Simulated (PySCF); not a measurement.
bromo-dichloro-fluoromethane (CBrCl2F), SMILES FC(Cl)(Cl)Br.

Geometry optimised at PBE0-D3(BJ)/def2-SVP.

The numbers are results of TDA-PBE/def2-SVPD (PySCF), not measurements.

Vertical excitations. The molecule is in vacuum. State labels are in the subgroup Cs.

### Question
List the lowest excited states. (The exact figures need the calculation; the answer reports its results.)

### Answer

| state | symmetry | energy (eV) | λ (nm) | f | main pairs |
|---|---|---|---|---|---|
| S1 | A" | 4.84 | 256 | 0.002 | HOMO→LUMO 98 % |
| S2 | A' | 5.09 | 243 | 0.008 | HOMO−1→LUMO 97 % |
| S3 | A" | 5.43 | 228 | 0.003 | HOMO−2→LUMO 96 % |
| S4 | A" | 5.95 | 209 | 0.004 | HOMO→LUMO+1 63 %, HOMO−4→LUMO 36 % |
| S5 | A' | 6.13 | 202 | 0.010 | HOMO−3→LUMO 52 %, HOMO−1→LUMO+1 27 %, HOMO→LUMO+2 18 % |
| S6 | A" | 6.21 | 200 | 0.002 | HOMO−4→LUMO 62 %, HOMO→LUMO+1 33 % |
| S7 | A' | 6.26 | 198 | 0.000 | HOMO−1→LUMO+1 56 %, HOMO→LUMO+2 21 %, HOMO−5→LUMO 11 %, HOMO−3→LUMO 10 % |
| S8 | A' | 6.47 | 192 | 0.001 | HOMO−5→LUMO 84 % |
| S9 | A" | 6.54 | 190 | 0.000 | HOMO−1→LUMO+2 95 % |
| S10 | A' | 6.64 | 187 | 0.102 | HOMO→LUMO+2 57 %, HOMO−3→LUMO 30 % |
| T1 | A" | 4.34 | 286 | 0 | HOMO→LUMO 99 % |
| T2 | A' | 4.53 | 274 | 0 | HOMO−1→LUMO 99 % |
| T3 | A" | 5.15 | 241 | 0 | HOMO−2→LUMO 98 % |
| T4 | A' | 5.58 | 222 | 0 | HOMO−3→LUMO 95 % |
Triplets are in the Tamm–Dancoff approximation.
